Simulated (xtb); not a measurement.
xtb input (GFN2-xTB):

```bash
xtb mol.xyz --gfn 2 --sp --chrg -1 --uhf 0
```
mol.xyz:
```
17

C     -2.67638851    -0.66815493    -0.33848528
C     -1.46826120     0.04972244     0.25989300
C     -0.19620114    -0.06175568    -0.56633806
C      1.04087390     0.47501431     0.22864020
C      2.29018034     0.35586680    -0.69314593
O      1.20106381    -0.12174615     1.40433802
H     -2.47371594    -1.73753657    -0.45408812
H     -3.56860072    -0.56624322     0.29036767
H     -2.92587197    -0.27788499    -1.33148924
H     -1.22426598    -0.34978886     1.24808990
H     -1.70953412     1.11101196     0.40397911
H     -0.31539770     0.46560103    -1.52680895
H     -0.00316860    -1.12111823    -0.78853870
H      0.84927038     1.60040647     0.29152175
H      3.15465602     0.77766502    -0.17304697
H      2.16973216     0.87226964    -1.65815333
H      2.49716548    -0.70457063    -0.87992087
```

End of the output:

```
         :::::::::::::::::::::::::::::::::::::::::::::::::::::
         ::                     SUMMARY                     ::
         :::::::::::::::::::::::::::::::::::::::::::::::::::::
         :: total energy             -20.537457621015 Eh    ::
         :: gradient norm              0.032194899847 Eh/a0 ::
         :: HOMO-LUMO gap              8.634236812560 eV    ::
         ::.................................................::
         :: SCC energy               -20.772380033506 Eh    ::
         :: -> isotropic ES            0.195518086846 Eh    ::
         :: -> anisotropic ES          0.015450743603 Eh    ::
         :: -> anisotropic XC          0.004053786857 Eh    ::
         :: -> dispersion             -0.010590512746 Eh    ::
         :: repulsion energy           0.234922412492 Eh    ::
         :: add. restraining           0.000000000000 Eh    ::
         :: total charge              -1.000000000000 e     ::
         :::::::::::::::::::::::::::::::::::::::::::::::::::::

           -------------------------------------------------
          |                Property Printout                |
           -------------------------------------------------

    * Orbital Energies and Occupations

         #    Occupation            Energy/Eh            Energy/eV
      -------------------------------------------------------------
         1        2.0000           -0.4698743             -12.7859
       ...           ...                  ...                  ...
         7        2.0000           -0.3563512              -9.6968
         8        2.0000           -0.3383858              -9.2079
         9        2.0000           -0.3216814              -8.7534
        10        2.0000           -0.3150579              -8.5732
        11        2.0000           -0.3016368              -8.2080
        12        2.0000           -0.2992913              -8.1441
        13        2.0000           -0.2790300              -7.5928
        14        2.0000           -0.2642700              -7.1912
        15        2.0000           -0.2505124              -6.8168
        16        2.0000           -0.2428711              -6.6089
        17        2.0000           -0.2122286              -5.7750
        18        2.0000           -0.0925912              -2.5195
        19        2.0000           -0.0906598              -2.4670 (HOMO)
        20                          0.2266425               6.1673 (LUMO)
        21                          0.2710136               7.3747
        22                          0.2761039               7.5132
        23                          0.2945820               8.0160
        24                          0.3035593               8.2603
        25                          0.3085255               8.3954
        26                          0.3236373               8.8066
        27                          0.3323803               9.0445
        28                          0.3463395               9.4244
        29                          0.3548588               9.6562
        30                          0.3761819              10.2364
       ...                                ...                  ...
        35                          0.5790995              15.7581
      -------------------------------------------------------------
                  HL-Gap            0.3173024 Eh            8.6342 eV
             Fermi-level            0.0679914 Eh            1.8501 eV

     #   Z          covCN         q      C6AA      α(0)
     1   6 C        3.748    -0.084    22.179     6.717
     2   6 C        3.800    -0.042    21.325     6.575
     3   6 C        3.796    -0.058    21.621     6.621
     4   6 C        3.712     0.186    17.766     6.023
     5   6 C        3.746    -0.090    22.292     6.735
     6   8 O        0.855    -0.779    30.965     7.461
     7   1 H        0.924     0.014     2.820     2.626
     8   1 H        0.924     0.001     3.039     2.726
     9   1 H        0.924     0.006     2.959     2.690
    10   1 H        0.924     0.053     2.279     2.361
    11   1 H        0.924     0.002     3.017     2.716
    12   1 H        0.923    -0.038     3.821     3.057
    13   1 H        0.923    -0.005     3.154     2.777
    14   1 H        0.914    -0.120     6.315     3.931
    15   1 H        0.924    -0.002     3.085     2.747
    16   1 H        0.923    -0.038     3.811     3.053
    17   1 H        0.924    -0.006     3.159     2.780

 Mol. C6AA /au·bohr⁶  :       2350.767318
 Mol. C8AA /au·bohr⁸  :      47404.123148
 Mol. α(0) /au        :         71.595125

Wiberg/Mayer (AO) data.
largest (>0.10) Wiberg bond orders for each atom

 ---------------------------------------------------------------------------
     #   Z sym  total        # sym  WBO       # sym  WBO       # sym  WBO
 ---------------------------------------------------------------------------
     1   6 C    3.996 --     2 C    1.014     7 H    0.989     9 H    0.988
                             8 H    0.988
     2   6 C    3.990 --     1 C    1.014     3 C    1.012    11 H    0.979
                            10 H    0.971
     3   6 C    3.976 --     2 C    1.012    13 H    0.979    12 H    0.978
                             4 C    0.920
     4   6 C    3.975 --     6 O    1.192     5 C    0.939     3 C    0.920
                            14 H    0.911
     5   6 C    3.980 --    15 H    0.990    17 H    0.990    16 H    0.987
                             4 C    0.939
     6   8 O    1.396 --     4 C    1.192
     7   1 H    1.000 --     1 C    0.989
     8   1 H    1.000 --     1 C    0.988
     9   1 H    1.000 --     1 C    0.988
    10   1 H    0.997 --     2 C    0.971
    11   1 H    1.000 --     2 C    0.979
    12   1 H    0.999 --     3 C    0.978
    13   1 H    1.000 --     3 C    0.979
    14   1 H    0.986 --     4 C    0.911
    15   1 H    1.000 --     5 C    0.990
    16   1 H    0.999 --     5 C    0.987
    17   1 H    1.000 --     5 C    0.990
 ---------------------------------------------------------------------------

Topologies differ in total number of bonds
Writing topology from bond orders to xtbtopo.mol

molecular dipole:
                 x           y           z       tot (Debye)
 q only:       -1.829      -0.129      -1.491
   full:       -1.929       0.005      -1.962       6.994
molecular quadrupole (traceless):
                xx          xy          yy          xz          yz          zz
Note: The following floating-point exceptions are signalling: IEEE_UNDERFLOW_FLAG IEEE_DENORMAL
normal termination of xtb
 q only:       -4.126      -0.814       5.804      -6.092       0.875      -1.678
  q+dip:       -3.741      -0.535       7.101      -7.352       1.147      -3.360
   full:       -3.491      -0.358       6.694      -7.427       1.125      -3.203

           -------------------------------------------------
          | TOTAL ENERGY              -20.537457621015 Eh   |
          | GRADIENT NORM               0.032194899847 Eh/α |
          | HOMO-LUMO GAP               8.634236812560 eV   |
           -------------------------------------------------

------------------------------------------------------------------------
------------------------------------------------------------------------
 total:
 SCF:
```

It need not be the lowest isomer of its formula. Whether it binds its extra electron was not tested at this geometry.
